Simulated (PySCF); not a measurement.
A calculated (UHF, PySCF 2.14, ANO-RCC-VTZP, the spin-free X2C one-electron Hamiltonian (Gaussian nucleus)) atom or ion has these occupied shells.

```json
{"shell": "1s α", "electrons": "1", "orbital energy (eV)": "-8405.2", "rms radius, mean of both spins (bohr)": "0.0624"}
{"shell": "1s β", "electrons": "1", "orbital energy (eV)": "-8405.2", "rms radius, mean of both spins (bohr)": "0.0624"}
{"shell": "2s α", "electrons": "1", "orbital energy (eV)": "-1053.5", "rms radius, mean of both spins (bohr)": "0.265"}
{"shell": "2s β", "electrons": "1", "orbital energy (eV)": "-1052.5", "rms radius, mean of both spins (bohr)": "0.265"}
{"shell": "2p α", "electrons": "3", "orbital energy (eV)": "-902.95", "rms radius, mean of both spins (bohr)": "0.238"}
{"shell": "2p β", "electrons": "3", "orbital energy (eV)": "-902.01", "rms radius, mean of both spins (bohr)": "0.238"}
{"shell": "3s α", "electrons": "1", "orbital energy (eV)": "-139.84", "rms radius, mean of both spins (bohr)": "0.800"}
{"shell": "3s β", "electrons": "1", "orbital energy (eV)": "-137.15", "rms radius, mean of both spins (bohr)": "0.800"}
{"shell": "3p α", "electrons": "3", "orbital energy (eV)": "-94.389", "rms radius, mean of both spins (bohr)": "0.857"}
{"shell": "3p β", "electrons": "3", "orbital energy (eV)": "-91.167", "rms radius, mean of both spins (bohr)": "0.857"}
{"shell": "3d α", "electrons": "5", "orbital energy (eV)": "-21.614", "rms radius, mean of both spins (bohr)": "1.21"}
{"shell": "3d β", "electrons": "4", "orbital energy (eV)": "-20.043", "rms radius, mean of both spins (bohr)": "1.21"}
```

Name the element and its charge.

Ni⁺ (nickel, charge +1), in [Ar] 3d9, 2D determinant.
